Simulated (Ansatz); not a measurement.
Method: PBE-D3(BJ)/def2-SVP (Ansatz, an electronic-structure program). No frequencies were computed at this level.

Ansatz 0.2 input:
```yaml
crystal:
  periodic: [false, false, false]
  atoms:
    - { symbol: Ti, position_ang: [0.002555, -0.009972, 0.000514] }
    - { symbol: C, position_ang: [-0.52645, 2.053285, -0.110326] }
    - { symbol: H, position_ang: [-1.620316, 2.159993, -0.02028] }
    - { symbol: H, position_ang: [-0.197531, 2.468052, -1.077722] }
    - { symbol: H, position_ang: [-0.036971, 2.605428, 0.709193] }
    - { symbol: H, position_ang: [-0.523215, -0.451515, 1.568764] }
    - { symbol: H, position_ang: [-0.887903, -0.699464, -1.288823] }
    - { symbol: H, position_ang: [1.700084, 0.022933, -0.218984] }
basis:
  gaussian: { orbitals: def2-svp }
hamiltonian:
  xc: pbe
  dispersion: d3bj
relax:
  max_steps: 150
```

Output:

```
[...]
reference -24235.63395924 eV, -890.6431204995 hartree; 17, 17 occupied and 58, 58 virtual orbitals, 886 factors
relax step   1: F+E_penalty+E_count = -24235.75217778 eV  Δ(F+E_penalty+E_count) = +0.000e0 eV  max|allowed force component| = 1.541e0 eV/Å  Δτ_max = 0.0000 Å  (28 SCF iters, accepted)
these checks for a lower state are left out or cut short: starts, cluster_reference, orbital_swaps, neighbouring_geometries, increment
886 factors; their error is unknown
mean field -24235.73604368 eV, -890.6468720333 hartree, gradient 1.3e-5 eV, S^2 0.000000; 0 other end points of the search recorded, 0 dependent functions left out
reference -24235.73608511 eV, -890.6468735559 hartree; 17, 17 occupied and 58, 58 virtual orbitals, 886 factors
relax step   2: F+E_penalty+E_count = -24235.85490967 eV  Δ(F+E_penalty+E_count) = -1.027e-1 eV  max|allowed force component| = 2.133e-1 eV/Å  Δτ_max = 0.1186 Å  (36 SCF iters, accepted)
these checks for a lower state are left out or cut short: starts, cluster_reference, orbital_swaps, neighbouring_geometries, increment
886 factors; their error is unknown
mean field evaluation 32: about -24235.7386 eV, gradient 1.2e-5 eV
mean field -24235.73861032 eV, -890.6469663557 hartree, gradient 1.2e-5 eV, S^2 0.000000; 0 other end points of the search recorded, 0 dependent functions left out
reference -24235.73865139 eV, -890.6469678649 hartree; 17, 17 occupied and 58, 58 virtual orbitals, 886 factors
relax step   3: F+E_penalty+E_count = -24235.85783673 eV  Δ(F+E_penalty+E_count) = -2.927e-3 eV  max|allowed force component| = 6.316e-2 eV/Å  Δτ_max = 0.0196 Å  (31 SCF iters, accepted)
these checks for a lower state are left out or cut short: starts, cluster_reference, orbital_swaps, neighbouring_geometries, increment
886 factors; their error is unknown
mean field -24235.73873638 eV, -890.6469709884 hartree, gradient 8.2e-6 eV, S^2 0.000000; 0 other end points of the search recorded, 0 dependent functions left out
reference -24235.73877741 eV, -890.6469724960 hartree; 17, 17 occupied and 58, 58 virtual orbitals, 886 factors
relax step   4: F+E_penalty+E_count = -24235.85799342 eV  Δ(F+E_penalty+E_count) = -1.567e-4 eV  max|allowed force component| = 4.893e-3 eV/Å  Δτ_max = 0.0055 Å  (25 SCF iters, accepted)
these checks for a lower state are left out or cut short: starts, cluster_reference, orbital_swaps, neighbouring_geometries, increment
886 factors; their error is unknown
mean field -24235.73881571 eV, -890.6469739037 hartree, gradient 1.2e-5 eV, S^2 0.000000; 0 other end points of the search recorded, 0 dependent functions left out
reference -24235.73885673 eV, -890.6469754109 hartree; 17, 17 occupied and 58, 58 virtual orbitals, 886 factors
relax step   5: F+E_penalty+E_count = -24235.85807712 eV  Δ(F+E_penalty+E_count) = -8.370e-5 eV  max|allowed force component| = 1.834e-2 eV/Å  Δτ_max = 0.0093 Å  (31 SCF iters, accepted)
these checks for a lower state are left out or cut short: starts, cluster_reference, orbital_swaps, neighbouring_geometries, increment
886 factors; their error is unknown
mean field -24235.73082191 eV, -890.6466801369 hartree, gradient 1.0e-5 eV, S^2 0.000000; 0 other end points of the search recorded, 0 dependent functions left out
reference -24235.73086284 eV, -890.6466816409 hartree; 17, 17 occupied and 58, 58 virtual orbitals, 886 factors
relax step   6: F+E_penalty+E_count = -24235.85003507 eV  Δ(F+E_penalty+E_count) = +8.042e-3 eV  max|allowed force component| = 5.445e-1 eV/Å  Δτ_max = 0.1573 Å  (30 SCF iters, rejected (line search))
these checks for a lower state are left out or cut short: starts, cluster_reference, orbital_swaps, neighbouring_geometries, increment
886 factors; their error is unknown
mean field -24235.73916958 eV, -890.6469869082 hartree, gradient 1.3e-5 eV, S^2 0.000000; 0 other end points of the search recorded, 0 dependent functions left out
reference -24235.73921060 eV, -890.6469884154 hartree; 17, 17 occupied and 58, 58 virtual orbitals, 886 factors
relax step   7: F+E_penalty+E_count = -24235.85843965 eV  Δ(F+E_penalty+E_count) = -3.625e-4 eV  max|allowed force component| = 9.095e-3 eV/Å  Δτ_max = 0.0258 Å  (30 SCF iters, accepted)
these checks for a lower state are left out or cut short: starts, cluster_reference, orbital_swaps, neighbouring_geometries, increment
886 factors; their error is unknown
mean field evaluation 64: about -24235.7400 eV, gradient 5.9e-4 eV
mean field -24235.73996729 eV, -890.6470162233 hartree, gradient 1.2e-5 eV, S^2 0.000000; 0 other end points of the search recorded, 0 dependent functions left out
reference -24235.74000829 eV, -890.6470177300 hartree; 17, 17 occupied and 58, 58 virtual orbitals, 886 factors
relax step   8: F+E_penalty+E_count = -24235.85921830 eV  Δ(F+E_penalty+E_count) = -7.786e-4 eV  max|allowed force component| = 1.068e-1 eV/Å  Δτ_max = 0.0516 Å  (30 SCF iters, accepted)
these checks for a lower state are left out or cut short: starts, cluster_reference, orbital_swaps, neighbouring_geometries, increment
886 factors; their error is unknown
mean field -24235.74039851 eV, -890.6470320704 hartree, gradient 8.9e-6 eV, S^2 0.000000; 0 other end points of the search recorded, 0 dependent functions left out
reference -24235.74043950 eV, -890.6470335768 hartree; 17, 17 occupied and 58, 58 virtual orbitals, 886 factors
relax step   9: F+E_penalty+E_count = -24235.85961390 eV  Δ(F+E_penalty+E_count) = -3.956e-4 eV  max|allowed force component| = 2.289e-1 eV/Å  Δτ_max = 0.0721 Å  (29 SCF iters, accepted)
these checks for a lower state are left out or cut short: starts, cluster_reference, orbital_swaps, neighbouring_geometries, increment
886 factors; their error is unknown
mean field -24235.74423097 eV, -890.6471729106 hartree, gradient 1.4e-5 eV, S^2 0.000000; 0 other end points of the search recorded, 0 dependent functions left out
reference -24235.74427203 eV, -890.6471744197 hartree; 17, 17 occupied and 58, 58 virtual orbitals, 886 factors
relax step  10: F+E_penalty+E_count = -24235.86336605 eV  Δ(F+E_penalty+E_count) = -3.752e-3 eV  max|allowed force component| = 1.701e-1 eV/Å  Δτ_max = 0.0584 Å  (29 SCF iters, accepted)
these checks for a lower state are left out or cut short: starts, cluster_reference, orbital_swaps, neighbouring_geometries, increment
886 factors; their error is unknown
mean field -24235.73954676 eV, -890.6470007691 hartree, gradient 1.2e-5 eV, S^2 0.000000; 0 other end points of the search recorded, 0 dependent functions left out
reference -24235.73958766 eV, -890.6470022722 hartree; 17, 17 occupied and 58, 58 virtual orbitals, 886 factors
relax step  11: F+E_penalty+E_count = -24235.85889008 eV  Δ(F+E_penalty+E_count) = +4.476e-3 eV  max|allowed force component| = 5.056e-1 eV/Å  Δτ_max = 0.1952 Å  (33 SCF iters, rejected (line search))
these checks for a lower state are left out or cut short: starts, cluster_reference, orbital_swaps, neighbouring_geometries, increment
886 factors; their error is unknown
mean field -24235.75082257 eV, -890.6474151477 hartree, gradient 2.4e-5 eV, S^2 0.000000; 0 other end points of the search recorded, 0 dependent functions left out
reference -24235.75086352 eV, -890.6474166525 hartree; 17, 17 occupied and 58, 58 virtual orbitals, 886 factors
relax step  12: F+E_penalty+E_count = -24235.87017071 eV  Δ(F+E_penalty+E_count) = -6.805e-3 eV  max|allowed force component| = 2.377e-2 eV/Å  Δτ_max = 0.0976 Å  (29 SCF iters, accepted)
these checks for a lower state are left out or cut short: starts, cluster_reference, orbital_swaps, neighbouring_geometries, increment
886 factors; their error is unknown
mean field evaluation 96: about -24235.7244 eV, gradient 3.2e0 eV
mean field -24235.75490644 eV, -890.6475652271 hartree, gradient 8.5e-6 eV, S^2 0.000000; 0 other end points of the search recorded, 0 dependent functions left out
reference -24235.75494768 eV, -890.6475667426 hartree; 17, 17 occupied and 58, 58 virtual orbitals, 886 factors
relax step  13: F+E_penalty+E_count = -24235.87394122 eV  Δ(F+E_penalty+E_count) = -3.771e-3 eV  max|allowed force component| = 1.995e-1 eV/Å  Δτ_max = 0.0974 Å  (30 SCF iters, accepted)
these checks for a lower state are left out or cut short: starts, cluster_reference, orbital_swaps, neighbouring_geometries, increment
886 factors; their error is unknown
mean field -24235.75142987 eV, -890.6474374655 hartree, gradient 1.1e-5 eV, S^2 0.000000; 0 other end points of the search recorded, 0 dependent functions left out
reference -24235.75147077 eV, -890.6474389686 hartree; 17, 17 occupied and 58, 58 virtual orbitals, 886 factors
relax step  14: F+E_penalty+E_count = -24235.87080179 eV  Δ(F+E_penalty+E_count) = +3.139e-3 eV  max|allowed force component| = 4.456e-1 eV/Å  Δτ_max = 0.1463 Å  (31 SCF iters, rejected (line search))
these checks for a lower state are left out or cut short: starts, cluster_reference, orbital_swaps, neighbouring_geometries, increment
886 factors; their error is unknown
mean field -24235.76163170 eV, -890.6478123758 hartree, gradient 1.2e-5 eV, S^2 0.000000; 0 other end points of the search recorded, 0 dependent functions left out
reference -24235.76167274 eV, -890.6478138839 hartree; 17, 17 occupied and 58, 58 virtual orbitals, 886 factors
relax step  15: F+E_penalty+E_count = -24235.88081784 eV  Δ(F+E_penalty+E_count) = -6.877e-3 eV  max|allowed force component| = 2.363e-2 eV/Å  Δτ_max = 0.0726 Å  (29 SCF iters, accepted)
these checks for a lower state are left out or cut short: starts, cluster_reference, orbital_swaps, neighbouring_geometries, increment
886 factors; their error is unknown
mean field -24235.76507375 eV, -890.6479388687 hartree, gradient 8.5e-6 eV, S^2 0.000000; 0 other end points of the search recorded, 0 dependent functions left out
reference -24235.76511487 eV, -890.6479403798 hartree; 17, 17 occupied and 58, 58 virtual orbitals, 886 factors
relax step  16: F+E_penalty+E_count = -24235.88416253 eV  Δ(F+E_penalty+E_count) = -3.345e-3 eV  max|allowed force component| = 7.618e-2 eV/Å  Δτ_max = 0.0731 Å  (30 SCF iters, accepted)
these checks for a lower state are left out or cut short: starts, cluster_reference, orbital_swaps, neighbouring_geometries, increment
886 factors; their error is unknown
mean field evaluation 128: about -24235.7663 eV, gradient 1.2e-3 eV
mean field -24235.76630013 eV, -890.6479839372 hartree, gradient 1.1e-5 eV, S^2 0.000000; 0 other end points of the search recorded, 0 dependent functions left out
reference -24235.76634110 eV, -890.6479854430 hartree; 17, 17 occupied and 58, 58 virtual orbitals, 886 factors
relax step  17: F+E_penalty+E_count = -24235.88543339 eV  Δ(F+E_penalty+E_count) = -1.271e-3 eV  max|allowed force component| = 2.251e-1 eV/Å  Δτ_max = 0.1076 Å  (29 SCF iters, accepted)
these checks for a lower state are left out or cut short: starts, cluster_reference, orbital_swaps, neighbouring_geometries, increment
886 factors; their error is unknown
mean field -24235.76935791 eV, -890.6480963087 hartree, gradient 1.4e-5 eV, S^2 0.000000; 0 other end points of the search recorded, 0 dependent functions left out
reference -24235.76939880 eV, -890.6480978113 hartree; 17, 17 occupied and 58, 58 virtual orbitals, 886 factors
relax step  18: F+E_penalty+E_count = -24235.88853503 eV  Δ(F+E_penalty+E_count) = -3.102e-3 eV  max|allowed force component| = 4.431e-2 eV/Å  Δτ_max = 0.0237 Å  (31 SCF iters, accepted)
these checks for a lower state are left out or cut short: starts, cluster_reference, orbital_swaps, neighbouring_geometries, increment
886 factors; their error is unknown
mean field -24235.76981736 eV, -890.6481131932 hartree, gradient 1.4e-5 eV, S^2 0.000000; 0 other end points of the search recorded, 0 dependent functions left out
reference -24235.76985825 eV, -890.6481146959 hartree; 17, 17 occupied and 58, 58 virtual orbitals, 886 factors
relax step  19: F+E_penalty+E_count = -24235.88899057 eV  Δ(F+E_penalty+E_count) = -4.555e-4 eV  max|allowed force component| = 2.252e-3 eV/Å  Δτ_max = 0.0229 Å  (31 SCF iters, accepted)
these checks for a lower state are left out or cut short: starts, cluster_reference, orbital_swaps, neighbouring_geometries, increment
886 factors; their error is unknown
mean field -24235.76995288 eV, -890.6481181733 hartree, gradient 1.4e-5 eV, S^2 0.000000; 0 other end points of the search recorded, 0 dependent functions left out
reference -24235.76999376 eV, -890.6481196758 hartree; 17, 17 occupied and 58, 58 virtual orbitals, 886 factors
relax step  20: F+E_penalty+E_count = -24235.88913021 eV  Δ(F+E_penalty+E_count) = -1.396e-4 eV  max|allowed force component| = 6.245e-3 eV/Å  Δτ_max = 0.0307 Å  (29 SCF iters, accepted)
886 factors; their error is unknown
mean field -24235.76995288 eV, -890.6481181733 hartree, gradient 1.4e-5 eV, S^2 0.000000; 1 other end points of the search recorded, 0 dependent functions left out
reference -24235.76999376 eV, -890.6481196758 hartree; 17, 17 occupied and 58, 58 virtual orbitals, 886 factors
Total energy: -24235.88917109 eV, -890.6524993620 hartree
Atom 0 at    -0.029008     0.110105    -0.005162 Å, force     0.006245    -0.002341    -0.004751 eV/Å
Atom 1 at    -0.528701     2.059917    -0.110474 Å, force     0.000106     0.000923    -0.000225 eV/Å
Atom 2 at    -1.451427     2.154146    -0.726018 Å, force     0.003462     0.001775     0.001861 eV/Å
Atom 3 at     0.313302     2.613883    -0.583099 Å, force    -0.003874    -0.000029     0.001923 eV/Å
Atom 4 at    -0.709568     2.433121     0.922585 Å, force     0.000121     0.000601    -0.004297 eV/Å
Atom 5 at    -0.046629    -0.357714     1.643167 Å, force    -0.003118    -0.002628     0.000053 eV/Å
Atom 6 at    -1.176672    -0.785956    -0.908598 Å, force    -0.003070    -0.001012     0.004483 eV/Å
Atom 7 at     1.538955    -0.078762    -0.670066 Å, force     0.000128     0.002709     0.000952 eV/Å
Dipole moment:    -0.075363     0.288897    -0.014490 e Å
```

Cost: around 20 core-seconds (rough).
